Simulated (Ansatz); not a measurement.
Cost and result up the ladder for Al₃Cl₃ (6 atoms). The state is a singlet with charge 0. Geometry: r2SCAN-D4/def2-SVP.

Cartesian coordinates in Å:
```
Al 0.644 0.762 1.406
Al -1.219 -0.383 -0.189
Al 1.453 -0.514 -0.681
Cl 2.322 -2.458 -0.792
Cl -0.022 2.796 1.227
Cl -3.177 -0.203 -0.972
```

Ansatz on 4 threads of Arm Neoverse V1 on a shared host. Times are rough, and most runs start from the orbitals of an earlier one. No level here is sound enough to serve as a yardstick. Binding counts from free atoms at the same level (Al doublet, Cl doublet; other spins of the atoms weren't run), without zero-point energy or a counterpoise term.

Correlated methods freeze 30 core orbitals. Another isomer (singlet) lies 0.16 eV lower at PBE0-D4/def2-TZVP; other spin states weren't run for this one.

Run but left out: PBE-QIDH/def2-TZVP (restricted singlet, unstable in another Hartree–Fock run and untested here).

Correlated methods converge slowly with the basis.

```tsv
level	functions	wall time
PBE-D4/def2-TZVP (with forces)	222	3.1 s
PBE0-D4/def2-TZVP	222	5.5 s
r2SCAN-D4/def2-TZVP	222	6.5 s
B97M-V/def2-TZVP	222	11 s
CCSD(T)/def2-TZVPP	252	2.2 min
```

Task: Estimate what each level gives for the binding energy per atom (eV).

Result: 
| level | binding energy per atom (eV) | remarks |
| --- | --- | --- |
| PBE-D4/def2-TZVP (with forces) | 2.87 | restricted SCF unstable in HF |
| PBE0-D4/def2-TZVP | 2.80 | restricted SCF unstable in HF |
| r2SCAN-D4/def2-TZVP | 2.86 | restricted SCF unstable in HF |
| B97M-V/def2-TZVP | 2.91 | restricted SCF unstable in HF |
| CCSD(T)/def2-TZVPP | 2.67 | restricted SCF unstable |
